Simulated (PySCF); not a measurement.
PySCF input (TPSSh/def2-TZVPD):

```python
from pyscf import gto, scf, dft

mol = gto.M(
    atom='''
    C    -1.64689942   -0.75780096    0.66812012
    C    -0.45192723    0.18576980    0.66047501
    O    -0.72986466    1.40683897   -0.00022564
    C     0.73744896   -0.44877477   -0.04107498
    F     1.81690886    0.38291310   -0.01106905
    F     0.45756909   -0.70903630   -1.35158376
    H    -1.40281960   -1.70258676    1.15859310
    H    -1.97170223   -0.96286638   -0.35165578
    H    -2.47648915   -0.30702054    1.21616471
    H    -0.11987733    0.37249152    1.69151831
    H    -1.51749609    1.79654677    0.39250015
    H     1.02526641   -1.39133212    0.43343908
    ''',
    basis='def2-tzvpd',
    charge=0,
    spin=0,
    verbose=4,
)

mf = dft.RKS(mol, xc='tpssh').density_fit(auxbasis='def2-universal-jkfit')
mf.grids.level = 3
mf.conv_tol = 1e-9
mf.max_cycle = 100
mf.max_memory = 1500
mf.kernel()
if not mf.converged:
    mf = mf.newton()
    mf.kernel(mf.make_rdm1())
mf.analyze()
```

End of the output:

```
Extra cycle  E= -393.003671529298  delta_E= 2.77e-11  |g|= 1.72e-05  |ddm|= 1.86e-05
converged SCF energy = -393.003671529298
**** SCF Summaries ****
Total Energy =                        -393.003671529297719
Nuclear Repulsion Energy =             267.610144511325586
One-electron Energy =                -1072.056322248357219
Two-electron Energy =                  411.442506207733857
Two-electron Coulomb Energy =          459.557708599537818
DFT Exchange-Correlation Energy =      -48.115202391803969
HOMO-LUMO gap [eV] =                     7.158083614573473
**** MO energy ****
MO #1   energy= -24.6042350480831  occ= 2
MO #2   energy= -24.6034346970719  occ= 2
MO #3   energy= -19.0670710577021  occ= 2
MO #4   energy= -10.2703288293378  occ= 2
MO #5   energy= -10.1858199378388  occ= 2
MO #6   energy= -10.1240893329529  occ= 2
MO #7   energy= -1.22292583034136  occ= 2
MO #8   energy= -1.16669394837124  occ= 2
MO #9   energy= -1.01849712691199  occ= 2
MO #10  energy= -0.774908502108527 occ= 2
MO #11  energy= -0.68676467343564  occ= 2
MO #12  energy= -0.608063275635015 occ= 2
MO #13  energy= -0.543764466032152 occ= 2
MO #14  energy= -0.523316395419159 occ= 2
MO #15  energy= -0.496683011560236 occ= 2
MO #16  energy= -0.481446545285297 occ= 2
MO #17  energy= -0.440784489163727 occ= 2
MO #18  energy= -0.417070268368267 occ= 2
MO #19  energy= -0.393175909115245 occ= 2
MO #20  energy= -0.38307307622849  occ= 2
MO #21  energy= -0.379429812793083 occ= 2
MO #22  energy= -0.371296591632103 occ= 2
MO #23  energy= -0.345417179874424 occ= 2
MO #24  energy= -0.313642486479701 occ= 2
MO #25  energy= -0.27464152640545  occ= 2
MO #26  energy= -0.0115868033085675 occ= 0
MO #27  energy= 0.0204401570893364 occ= 0
MO #28  energy= 0.0242519223022274 occ= 0
MO #29  energy= 0.0348257829527403 occ= 0
MO #30  energy= 0.0560854745268033 occ= 0
MO #31  energy= 0.0634408222999479 occ= 0
MO #32  energy= 0.0725478723693061 occ= 0
MO #33  energy= 0.0761357055568156 occ= 0
MO #34  energy= 0.0941418427454498 occ= 0
MO #35  energy= 0.100153486483171  occ= 0
MO #36  energy= 0.109739597013621  occ= 0
MO #37  energy= 0.119251258513899  occ= 0
MO #38  energy= 0.123907835261239  occ= 0
MO #39  energy= 0.133441277071698  occ= 0
MO #40  energy= 0.143310854603416  occ= 0
MO #41  energy= 0.14598005382625   occ= 0
MO #42  energy= 0.155346588899306  occ= 0
MO #43  energy= 0.168462595448055  occ= 0
MO #44  energy= 0.177040642498112  occ= 0
MO #45  energy= 0.185742014785903  occ= 0
MO #46  energy= 0.192642543050977  occ= 0
MO #47  energy= 0.200458374791002  occ= 0
MO #48  energy= 0.209499841138566  occ= 0
MO #49  energy= 0.218913757114416  occ= 0
MO #50  energy= 0.222954533455289  occ= 0
MO #51  energy= 0.234019823554659  occ= 0
MO #52  energy= 0.241117865728515  occ= 0
MO #53  energy= 0.251814047821482  occ= 0
MO #54  energy= 0.258451244497476  occ= 0
MO #55  energy= 0.261773575875678  occ= 0
MO #56  energy= 0.265913936376033  occ= 0
MO #57  energy= 0.275440719697163  occ= 0
MO #58  energy= 0.287480427193084  occ= 0
MO #59  energy= 0.288879857716194  occ= 0
MO #60  energy= 0.296539979277034  occ= 0
MO #61  energy= 0.305837720581979  occ= 0
MO #62  energy= 0.316006661417496  occ= 0
MO #63  energy= 0.317579453398763  occ= 0
MO #64  energy= 0.322063488371248  occ= 0
MO #65  energy= 0.329986912874478  occ= 0
MO #66  energy= 0.345209264542473  occ= 0
MO #67  energy= 0.349145585470411  occ= 0
MO #68  energy= 0.357505922846023  occ= 0
MO #69  energy= 0.370314347727754  occ= 0
MO #70  energy= 0.377726387440154  occ= 0
MO #71  energy= 0.385638574785262  occ= 0
MO #72  energy= 0.396489901854099  occ= 0
MO #73  energy= 0.398943527367963  occ= 0
MO #74  energy= 0.401452441620989  occ= 0
MO #75  energy= 0.41222272264763   occ= 0
MO #76  energy= 0.425754049100258  occ= 0
MO #77  energy= 0.436395972661027  occ= 0
MO #78  energy= 0.445185031843551  occ= 0
MO #79  energy= 0.447680820697136  occ= 0
MO #80  energy= 0.452342755255297  occ= 0
MO #81  energy= 0.464426157359809  occ= 0
MO #82  energy= 0.470194243679473  occ= 0
MO #83  energy= 0.478574756469347  occ= 0
MO #84  energy= 0.500483557184074  occ= 0
MO #85  energy= 0.529414175982785  occ= 0
MO #86  energy= 0.546032302884741  occ= 0
MO #87  energy= 0.554556997006357  occ= 0
MO #88  energy= 0.555640294905875  occ= 0
MO #89  energy= 0.581256114127103  occ= 0
MO #90  energy= 0.586487871951454  occ= 0
MO #91  energy= 0.590159217605551  occ= 0
MO #92  energy= 0.605398197338802  occ= 0
MO #93  energy= 0.617634556919544  occ= 0
MO #94  energy= 0.626817586389911  occ= 0
MO #95  energy= 0.637906944135517  occ= 0
MO #96  energy= 0.641589418877644  occ= 0
MO #97  energy= 0.652591755438825  occ= 0
MO #98  energy= 0.675557184475945  occ= 0
MO #99  energy= 0.679760248073065  occ= 0
MO #100 energy= 0.682885278434333  occ= 0
MO #101 energy= 0.686703483311196  occ= 0
MO #102 energy= 0.718199174762495  occ= 0
MO #103 energy= 0.71865141294998   occ= 0
MO #104 energy= 0.729979084077076  occ= 0
MO #105 energy= 0.733603468314653  occ= 0
MO #106 energy= 0.751686660621484  occ= 0
MO #107 energy= 0.752385458023565  occ= 0
[...]
```
